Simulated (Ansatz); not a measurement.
Nb(O)(OH)2(Me) (CH5NbO3), SMILES [OH][Nb]([OH])(=[O])[CH3], multiplicity 1.

Coordinates come from a B3LYP-D3(BJ)/def2-SVP optimisation. The multiplicity is an assumed one; no other spin state was optimised. The structure was generated by enumeration; whether it is a known compound was not checked. The def2 effective core potentials stand for the cores of Nb; spin–orbit coupling is left out. Other conformers were not sampled.

Two levels are set side by side: PBE/def2-SVPD (Ansatz, a program for electronic structure) and CAM-B3LYP/def2-SVPD (Ansatz). Energy differences of separate SCF runs at the same geometry; the states with an electron removed or added have multiplicity 2 and 2. Differences are taken from unrounded values.

```csv
quantity,PBE
vertical ionisation energy (eV),9.94
vertical singlet–triplet gap (eV),4.72
```

Question: These are the PBE values. What does CAM-B3LYP give? (Estimate from the structure and the level; the computed values follow.)

Answer: 
| quantity | CAM-B3LYP | PBE minus CAM-B3LYP |
|---|---|---|
| vertical ionisation energy (eV) | 10.43 | -0.49 |
| vertical singlet–triplet gap (eV) | 4.69 | 0.03 |
